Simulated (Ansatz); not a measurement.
`O[SiH2]C[SiH2]S` → `C[SiH2]O` + `[SiH]S`  (silylene formation by 1,1-elimination)

Calculated with Ansatz (gas phase, PBE0-D4/def2-TZVP geometries, no zero-point term in ΔE). CBS: MP2 limit from def2 TZ/QZ plus the TZ coupled-cluster correction, frozen cores. This one scheme is used for every species. Functionals use def2-TZVPP. B3LYP here is the variant with VWN-RPA as its local correlation; programs differ in this. Each species was taken in one conformer, which may not be the lowest.

`O[SiH2]C[SiH2]S`:

Cartesian coordinates in Å:
```
O -2.881 -0.571 -0.640
Si -1.409 0.117 -0.924
C -0.180 -0.225 0.440
Si 1.471 0.623 0.247
S 2.760 0.352 1.936
H -2.948 -1.525 -0.683
H -0.839 -0.377 -2.210
H -1.673 1.572 -1.018
H -0.004 -1.305 0.501
H -0.618 0.087 1.395
H 2.140 0.134 -0.987
H 1.306 2.096 0.166
H 2.875 -0.978 1.777
```

`C[SiH2]O`:

Z-matrix (Å, degrees):
```
C
Si 1 1.863
H 1 1.093 2 111.0
H 1 1.094 2 110.2 3 119.8
H 1 1.093 2 111.5 3 -120.7
O 2 1.652 1 112.6 3 57.7
H 2 1.492 1 108.9 3 -179.5
H 2 1.483 1 110.6 3 -59.4
H 6 0.957 2 117.7 1 68.6
```

`[SiH]S`:

```xyz
4

Si   -0.334   -0.774   -0.718
S     0.239    0.677    0.711
H     0.761   -0.262   -1.648
H    -0.666    0.360    1.655
```

```tsv
level	ΔE (kcal/mol)	difference from CCSD(T)/CBS
B3LYP-D4	37.8	-3.0
ωB97M-V	39.3	-1.5
PBE0	39.6	-1.2
B3LYP	33.6	-7.2
HF/def2-TZVPP	37.2	-3.6
CCSD(T)/def2-TZVPP	39.5	-1.3
HF/def2-QZVPP	37.4	-3.4
MP2/def2-QZVPP	44.5	3.7
SCS-MP2/def2-QZVPP	42.1	1.3
MP2/CBS(def2)	45.0	4.2
CCSD(T)/CBS	40.8	0
```

Largest T1 diagnostic among the species: 0.016.

In def2-TZVPP, CCSD(T) changes the Hartree–Fock value by +2.3 kcal/mol (the triples alone add +0.4 kcal/mol) and MP2 by +6.5 kcal/mol. The D4 term adds +4.2 kcal/mol with B3LYP and +2.4 kcal/mol with PBE0; it sums over pairs of atoms, weighted by their polarisabilities, and B3LYP, whose exchange is more repulsive, gets the larger term.
